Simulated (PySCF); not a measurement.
Si(Cl)(I)2(OH) (ClHI₂OSi), SMILES O[Si](Cl)(I)I. Atoms are numbered in the order given.

```xyz
6

O     -1.5778    -1.2782    -1.0106
Si    -0.5674    -0.5715     0.0799
Cl    -0.8641    -1.3604     1.9660
I      1.6989    -1.0488    -0.6769
I     -0.9860     1.8501     0.1949
H     -2.5258    -1.1163    -0.9084
```
Charge 0, spin multiplicity 1.

The structure is a stationary point at B3LYP-D3(BJ)/def2-SVP. This is a generated structure with no PubChem entry under its InChIKey; it may be hypothetical. The def2 effective core potentials stand for the cores of I; spin–orbit coupling is left out. One conformer was computed; it need not be the lowest.

Method: M06-2X/def2-TZVP in PySCF.

ESP charges are fitted to the potential on shells at 1.4 to 2.0 van der Waals radii. Atomic charges (e):

```
atom  ESP fit  Mulliken  Löwdin
----  -------  --------  ------
O1      -0.41     -0.51   -0.11
Si2     -0.14      0.61   -0.72
Cl3      0.01     -0.17    0.25
I4       0.08     -0.12    0.22
I5       0.02     -0.15    0.17
H6       0.44      0.35    0.19
```

Computed Mayer and Wiberg (Löwdin basis) orders of the bonds:
```
bond     Mayer  Wiberg
-------  -----  ------
O1–Si2    1.25    1.72
Si2–Cl3   1.20    1.81
Si2–I4    1.15    1.67
Si2–I5    1.11    1.62
O1–H6     0.85    1.00
```
